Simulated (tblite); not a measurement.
Species: C4H2F5S (charge -1).
Atom-mapped SMILES: `[F:1][C:2]([F:3])([F:4])[C:5]([F:6])([F:7])/[CH:8]=[CH:9]/[S-:10]` (hydrogens: H11 on C8; H12 on C9)
Bond orders are those of one Lewis drawing.

Computed with GFN2-xTB (tblite), gas phase: Langevin dynamics at 300 K from the optimised GFN2-xTB geometry, time step 0.5 fs, friction 0.01 fs⁻¹, 2000 steps.

Start geometry:
```
atom  x, y, z in Å
F1     -1.628    0.344    1.677
C2     -1.607   -0.239    0.471
F3     -1.586   -1.562    0.686
F4     -2.796    0.026   -0.093
C5     -0.418    0.228   -0.381
F6     -0.608   -0.313   -1.644
F7     -0.666    1.591   -0.634
C8      0.859   -0.072    0.241
C9      2.046    0.120   -0.405
S10     3.562   -0.186    0.226
H11     0.832   -0.438    1.254
H12     2.010    0.500   -1.424
```

The statistics below take the 31 frames saved every 25 fs from 250 to 1000 fs; their kinetic temperature (all 3N coordinates) averages 282 K.

Q: How do the bond lengths spread?

A: 
```csv
bond,start (Å),mean (Å),standard deviation (Å),shortest (Å),longest (Å)
F1–C2,1.340,1.345,0.023,1.306,1.394
C2–F3,1.340,1.345,0.038,1.272,1.452
C2–F4,1.343,1.351,0.031,1.282,1.418
C2–C5,1.535,1.550,0.039,1.465,1.664
C5–F6,1.387,1.428,0.054,1.348,1.563
C5–F7,1.409,1.388,0.036,1.315,1.454
C5–C8,1.452,1.449,0.022,1.404,1.495
C8=C9,1.365,1.362,0.014,1.334,1.389
C9–S10,1.670,1.677,0.027,1.621,1.735
C8–H11,1.077,1.084,0.026,1.027,1.128
C9–H12,1.089,1.092,0.030,1.026,1.147
```

Q: Give the same statistics for bond angles, one of each kind among heavy atoms.

A: 
| angle | start (°) | mean (°) | standard deviation (°) | smallest (°) | largest (°) |
| --- | --- | --- | --- | --- | --- |
| F1–C2–F3 | 106.6 | 106.7 | 3.3 | 99.6 | 114.0 |
| F1–C2–F4 | 106.2 | 105.9 | 2.9 | 100.6 | 110.7 |
| F1–C2–C5 | 112.3 | 112.2 | 3.2 | 105.9 | 119.5 |
| F4–C2–C5 | 113.1 | 113.7 | 4.3 | 102.6 | 123.8 |
| C2–C5–F6 | 106.3 | 104.1 | 3.4 | 97.3 | 110.0 |
| C2–C5–C8 | 112.4 | 112.4 | 2.9 | 104.7 | 118.5 |
| F6–C5–F7 | 100.9 | 101.1 | 3.4 | 95.0 | 111.7 |
| F6–C5–C8 | 115.4 | 115.5 | 3.1 | 108.9 | 124.1 |
| C5–C8–C9 | 122.2 | 124.6 | 3.8 | 118.6 | 131.8 |
| C8–C9–S10 | 125.8 | 124.8 | 3.2 | 118.9 | 132.2 |

Q: Follow the torsions F1–C2–C5–F6 and C2–C5–C8–C9 through every second one of these frames.

A: 
```tsv
t (fs)	F1–C2–C5–F6 (°)	C2–C5–C8–C9 (°)
250	-158	-175
300	-146	-161
350	-145	-144
400	-147	-132
450	-140	-136
500	-155	-143
550	-168	-151
600	-165	-166
650	-168	-170
700	-178	-164
750	178	-157
800	175	-173
850	179	-178
900	-179	172
950	-179	168
1000	-174	146
```

Largest departure from the start value over all these frames: F1–C2–C5–F6 33° (start -173°), C2–C5–C8–C9 55° (start 173°).

Q: How widely does the potential energy scatter, against a harmonic estimate?

A: Mean 0.33 eV above the start, standard deviation 0.062 eV, range 0.19 to 0.44 eV. For 30 classical harmonic modes at 300 K the canonical values are 30kT/2 = 0.39 eV and kT·√(30/2) = 0.100 eV.

The run is classical and short, so these are rough statistics of one trajectory.

What follows is the cost of the whole dynamics run. The run took 11 s wall on one thread, AMD EPYC 9R14 (x86_64), no GPU, shared host with 96 logical CPUs at a one-minute load of 25, and the process peaked at 0.18 GiB of memory.
